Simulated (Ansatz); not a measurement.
This geometry of ClF$_{4}$H$_{4}$SiTa (11 atoms, charge 0, multiplicity 1) is a first-order saddle point.

Theory: RKS PBE/def2-SVP in Ansatz 0.2.0.

```xyz
11
Properties=species:S:1:pos:R:3
Ta -0.219 0.264 0.239
F 1.958 -0.514 0.332
Cl -0.552 -0.329 2.475
F 0.374 1.196 -1.301
F -1.930 0.993 0.072
F -0.218 -1.465 -0.492
Si 1.249 2.283 1.401
H 1.671 2.242 2.842
H 2.224 3.082 0.578
H -0.088 2.999 1.321
H 2.083 0.388 0.743
```

Which two structures does it join? (They come from a converged band through this point; their orientation in space is the band's.)

Bonds broken: Si7–H11. Bonds formed: Ta1–Si7, F2–H11.

Image 0:

```xyz
11
Properties=species:S:1:pos:R:3
Ta -0.035 -0.329 0.039
F 1.754 -0.933 0.160
Cl -0.234 -0.644 2.357
F 0.481 0.522 -1.573
F -1.364 1.011 0.178
F -0.949 -1.808 -0.621
Si 1.376 2.698 1.563
H 1.764 2.231 2.931
H 2.451 3.529 0.931
H 0.055 3.399 1.560
H 1.251 1.464 0.684
```

Image 10:

```xyz
11
Properties=species:S:1:pos:R:3
Ta -0.339 0.174 0.328
F 1.964 -0.021 0.037
Cl -0.063 -0.721 2.475
F -0.221 1.243 -1.233
F -2.142 0.579 0.573
F 0.012 -1.445 -0.580
Si 0.945 2.328 1.402
H 0.871 2.565 2.885
H 2.450 2.013 1.182
H 0.779 3.629 0.660
H 2.297 0.795 0.483
```

How far does it lie above each of them?

1.74 eV above the first and 0.23 eV above the second. This is the barrier of this one path; another mechanism may lie lower. The orbitals stay closed-shell, which can raise the energy where a bond breaks towards radicals; this wasn't checked here.

Run time: 8.1 min on 4 threads of Arm Neoverse V2, on a shared host, peak memory 0.23 GiB.
